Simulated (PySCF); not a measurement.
Vertical excitation energies

Compound: C4H7PSSi.
SMILES: `Cc1pcc([SiH3])s1`

Computed with TDDFT B3LYP/def2-SVPD, vertical, gas phase, core orbitals frozen in the response in PySCF 2.14.0, density-fitted response routines. Geometry: GFN2-xTB; no solvent, vibrations or thermal averaging.

Task: List the vertical singlet excitations with oscillator strengths and describe the spectrum.

Result: 

```csv
state,E (eV),E (hartree),f,symmetry,"main configurations (H = HOMO, L = LUMO)"
S1,4.61,0.1693,0.116,A′,H→L (91%)
S2,4.92,0.1808,0.032,A′,"H-1→L (78%), H→L+1 (17%)"
S3,4.95,0.1820,0.0040,A″,H-2→L (99%)
S4,5.31,0.1952,0.0001,–,H→L+2 (96%)
S5,5.84,0.2146,0.260,A′,"H→L+1 (71%), H-1→L (14%)"
S6,5.89,0.2163,0.0001,–,"H→L+3 (75%), H-1→L+2 (21%)"
S7,5.90,0.2167,0.0003,–,"H-1→L+2 (75%), H→L+3 (20%)"
S8,6.10,0.2243,0.0007,–,H→L+4 (90%)
```

Triplets, Tamm–Dancoff:

```tsv
state	E (eV)	λ (nm)	main configurations (H = HOMO, L = LUMO)
T1	2.99	414.6	H→L (95%)
T2	3.95	313.8	H-1→L (92%)
T3	4.41	281.3	H-2→L (92%)
```

The lowest singlet comes at 269 nm (445 kJ/mol) in the ultraviolet; it is of moderate strength; its leading configuration is HOMO→LUMO (91%). The strongest level in the table is S5 at 5.84 eV (212 nm, f = 0.260). Löwdin shares by element: HOMO carbon 43% or more, phosphorus 29%, sulfur 8% (atoms not listed hold the other 20%); LUMO carbon 37% or more, phosphorus 22%, sulfur 21% (atoms not listed hold the other 21%). The oscillator strengths of these states sum to 0.413; summed over the whole spectrum of an exact calculation they would give the number of electrons, 76 (Thomas–Reiche–Kuhn). The listed states span 1.50 eV, and the widest gap between neighbours is 0.53 eV (S4 to S5). Orbital energies (eV): HOMO-3 -9.14, HOMO-2 -7.60, HOMO-1 -7.18, HOMO -6.52, LUMO -1.59, LUMO+1 -0.31, LUMO+2 -0.18. Symmetry labels in Cs follow from the direction of the transition dipole and are given only for states with f of 0.002 or more. Singlets were solved by full linear response, triplets in the Tamm–Dancoff approximation.

Hardware: one thread of an Arm Neoverse V1, no GPU, on a shared host. Cost: 48 s (with the writing of density and orbital grids), 0.85 GiB resident at most.
